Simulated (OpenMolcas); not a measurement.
**OpenMolcas run: Tl+**

Input:

```
&GATEWAY
Coord
1

Tl 0.0 0.0 0.0
Basis=ANO-RCC-VDZP
Group=XYZ
NoMove
AngMom=0.0 0.0 0.0
AMFI
&SEWARD
* reference wave functions (RASSCF and RASSI steps not shown): 2 electrons in 4 orbitals (6s 6p)
>>> COPY JOB001 $Project.JobIph
&CASPT2
Multistate=3 1 2 3
Frozen=15 19
IPEA=0.25
Sig2=0.3
MaxIter=60
WThr=0.0 0.3 0.05
PrWF=0.5
NoMix
>>> COPY JOB002 $Project.JobIph
&CASPT2
Multistate=7 1 2 3 4 5 6 7
Frozen=15 19
IPEA=0.25
Sig2=0.3
MaxIter=60
WThr=0.0 0.3 0.05
PrWF=0.5
NoMix
>>> COPY JOB003 $Project.JobIph
&CASPT2
Multistate=3 1 2 3
Frozen=15 19
IPEA=0.25
Sig2=0.3
MaxIter=60
WThr=0.0 0.3 0.05
PrWF=0.5
NoMix
...
```

Output, cut to the results:

```
--- CASPT2 ---
Orbital specifications:
      -----------------------

      Symmetry species                           1   2
                                                ag  au
      Frozen orbitals                           15  19
      Inactive orbitals                          5   0
      Active orbitals                            1   3
      Secondary orbitals                        15  10
      Deleted orbitals                           0   0
      Number of basis functions                 36  32
Type of calculation                        MS-CASPT2
      Fock operator                              state-specific
      IPEA shift                                 0.25
      Real shift                                 0.00
      Imaginary shift                            0.00
      Sigma^2 regularizer                        0.30
      The input orbitals will be transformed to quasi-canonical
Reference energy:      -20225.6710616045
      E2 (Non-variational):      -0.3199190236
      Shift correction:          -0.0000000157
      E2 (Variational):          -0.3199190393
      Total energy:          -20225.9909806438
      Residual norm:              0.0000000728
      Reference weight:           0.93280
      Contributions to the CASPT2 correlation energy
      Active & Virtual Only:         -0.0016501142
      One Inactive Excited:          -0.0543750975
      Two Inactive Excited:          -0.2638938119
Reference energy:      -20225.6710616045
      E2 (Non-variational):      -0.3199190236
      Shift correction:          -0.0000000157
      E2 (Variational):          -0.3199190393
      Total energy:          -20225.9909806438
      Residual norm:              0.0000000728
      Reference weight:           0.93280
      Contributions to the CASPT2 correlation energy
      Active & Virtual Only:         -0.0016501142
      One Inactive Excited:          -0.0543750975
      Two Inactive Excited:          -0.2638938119
::    CASPT2 Root  1     Total energy: -20225.99098064
::    CASPT2 Root  2     Total energy: -20225.99098064
::    CASPT2 Root  3     Total energy: -20225.99098063
::    MS-CASPT2 Root  1     Total energy: -20225.99098064
::    MS-CASPT2 Root  2     Total energy: -20225.99098064
::    MS-CASPT2 Root  3     Total energy: -20225.99098063
--- CASPT2 ---
Orbital specifications:
      -----------------------

      Symmetry species                           1   2
                                                ag  au
      Frozen orbitals                           15  19
      Inactive orbitals                          5   0
      Active orbitals                            1   3
      Secondary orbitals                        15  10
      Deleted orbitals                           0   0
      Number of basis functions                 36  32
Type of calculation                        MS-CASPT2
      Fock operator                              state-specific
      IPEA shift                                 0.25
      Real shift                                 0.00
      Imaginary shift                            0.00
      Sigma^2 regularizer                        0.30
      The input orbitals will be transformed to quasi-canonical
Reference energy:      -20226.2324995034
      E2 (Non-variational):      -0.3596383426
      Shift correction:           0.0000000041
      E2 (Variational):          -0.3596383386
      Total energy:          -20226.5921378420
      Residual norm:              0.0000000501
      Reference weight:           0.92315
      Contributions to the CASPT2 correlation energy
      Active & Virtual Only:         -0.0061801363
      One Inactive Excited:          -0.0889573930
      Two Inactive Excited:          -0.2645008133
Reference energy:      -20225.6382425695
      E2 (Non-variational):      -0.3287609846
      Shift correction:          -0.0000001809
      E2 (Variational):          -0.3287611655
      Total energy:          -20225.9670037350
      Residual norm:              0.0000000729
      Reference weight:           0.92544
      Contributions to the CASPT2 correlation energy
      Active & Virtual Only:         -0.0101819058
      One Inactive Excited:          -0.0545280142
      Two Inactive Excited:          -0.2640510646
::    CASPT2 Root  1     Total energy: -20226.59213784
::    CASPT2 Root  2     Total energy: -20225.96700374
::    CASPT2 Root  3     Total energy: -20225.96738069
::    CASPT2 Root  4     Total energy: -20225.96738462
::    CASPT2 Root  5     Total energy: -20225.96695745
::    CASPT2 Root  6     Total energy: -20225.96696293
::    CASPT2 Root  7     Total energy: -20225.91414775
::    MS-CASPT2 Root  1     Total energy: -20226.59441610
::    MS-CASPT2 Root  2     Total energy: -20225.96738462
::    MS-CASPT2 Root  3     Total energy: -20225.96738069
::    MS-CASPT2 Root  4     Total energy: -20225.96701942
::    MS-CASPT2 Root  5     Total energy: -20225.96696293
::    MS-CASPT2 Root  6     Total energy: -20225.96695745
::    MS-CASPT2 Root  7     Total energy: -20225.91185381
--- CASPT2 ---
Orbital specifications:
      -----------------------

      Symmetry species                           1   2
                                                ag  au
      Frozen orbitals                           15  19
      Inactive orbitals                          5   0
      Active orbitals                            1   3
      Secondary orbitals                        15  10
      Deleted orbitals                           0   0
      Number of basis functions                 36  32
Type of calculation                        MS-CASPT2
      Fock operator                              state-specific
      IPEA shift                                 0.25
      Real shift                                 0.00
      Imaginary shift                            0.00
      Sigma^2 regularizer                        0.30
      The input orbitals will be transformed to quasi-canonical
Reference energy:      -20226.0025298032
...
```

Levels above the lowest, from the spin-orbit matrix with the single-state CASPT2 energies, averaged by term, on its diagonal:

| Configuration | Term | J | E (cm-1) | Measured (cm-1) | g | Term weight % | Second |
| --- | --- | --- | --- | --- | --- | --- | --- |
| 6s2 | 1S | 0 | 0.0 | 0.0 |  | 100 |  |
| 6s 6p | 3P* | 0 | 50530 | 49451 |  | 100 |  |
| 6s 6p | 3P* | 1 | 53430 | 52394 | 1.486 | 97 | 3 1P* |
| 6s 6p | 3P* | 2 | 61190 | 61728 | 1.501 | 100 |  |
| 6s 6p | 1P* | 1 | 75520 | 75663 | 1.015 | 97 | 3 3P* |
| 6p2 | 3P | 0 | 121940 |  |  | 89 | 11 1S |
| 6p2 | 3P | 1 | 128570 |  | 1.501 | 100 |  |
| 6p2 | 3P | 2 | 131440 |  | 1.298 | 60 | 40 1D |
| 6p2 | 1D | 2 | 141100 |  | 1.203 | 60 | 40 3P |
| 6p2 | 1S | 0 | 152080 |  |  | 89 | 11 3P |

Against the 4 measured excited levels shown (NIST Handbook of Basic Atomic Spectroscopic Data) the mean absolute deviation is 700 cm-1; the largest miss in energy is 6s 6p 3P* 0: computed 50530, measured 49451 cm-1 (+2.2 %).

Term energies are means over components that CASPT2 splits; among the terms shown or strongly mixed into the levels shown the widest spread is 94 cm-1 (6p2 1D). The ¹D term of p² mixes with s d, which this space lacks. Spin-orbit splittings of 6p shells tend to come out small when the coupling is added on scalar orbitals. Computed and measured levels are paired by configuration, term and J; levels that our copy of the source lacks, or whose pairing is in doubt (as where it misses far off the trend of its configuration), stay unpaired and out of the deviations. Only configurations of the active space appear.

The term weight is that of the spin-free term in the level, not the purity of its configuration. * marks odd parity.
